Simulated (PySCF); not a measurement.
UHF on Re (rhenium, neutral), [Xe] 4f14 5d6 6s1, 6s spin antiparallel (an excited configuration). All numbers are calculated (PySCF 2.14, a scalar-relativistic core potential, in def2-QZVPPD with the def2 core potential (60 electrons) (7s6p4d4f2g, 91 functions)).

```
cycle= 2 E= -77.4087352934688  delta_E= -0.00101  |g|= 0.0146  |ddm|= 0.0368
cycle= 3 E= -77.4098512099355  delta_E= -0.00112  |g|= 0.0129  |ddm|= 0.047
cycle= 4 E= -77.4112523150546  delta_E= -0.0014  |g|= 0.0116  |ddm|= 0.0646
cycle= 5 E= -77.4147668510285  delta_E= -0.00351  |g|= 0.0124  |ddm|= 0.236
cycle= 6 E= -77.4147198340311  delta_E= 4.7e-05  |g|= 0.00998  |ddm|= 0.00962
cycle= 7 E= -77.4159481840323  delta_E= -0.00123  |g|= 0.011  |ddm|= 0.216
cycle= 8 E= -77.4159959395335  delta_E= -4.78e-05  |g|= 0.00714  |ddm|= 0.0121
cycle= 9 E= -77.4160904094373  delta_E= -9.45e-05  |g|= 0.00526  |ddm|= 0.0469
cycle= 10 E= -77.4161248959134  delta_E= -3.45e-05  |g|= 0.0022  |ddm|= 0.0108
cycle= 11 E= -77.4161434793845  delta_E= -1.86e-05  |g|= 0.000636  |ddm|= 0.0198
cycle= 12 E= -77.4161439126569  delta_E= -4.33e-07  |g|= 9.85e-05  |ddm|= 0.00218
cycle= 13 E= -77.4161439388735  delta_E= -2.62e-08  |g|= 1.94e-05  |ddm|= 0.000737
cycle= 14 E= -77.416143939614  delta_E= -7.41e-10  |g|= 6.49e-06  |ddm|= 0.000154
converged SCF energy = -77.416143939614  <S^2> = 4.599662  2S+1 = 4.4043896
```

Highest occupied orbital energy: -6.274 eV; ⟨L²⟩ = 8.09; populations by l: s 3.29, p 6.00, d 5.71, f 0.00.

Q: Can this result be used?

A: Not for this state. The calculation finished and met its thresholds. ⟨L²⟩ = 8.09 against 6 for a pure D term, so this real determinant mixes terms. Energies and moments cover only the electrons outside the core potential. Spin-orbit coupling, absent here, splits the open shell strongly. With the s spin flipped the determinant is a mixture of two multiplicities, not a spectroscopic state. The s, p, d and f populations moved away from the nominal configuration during the SCF.
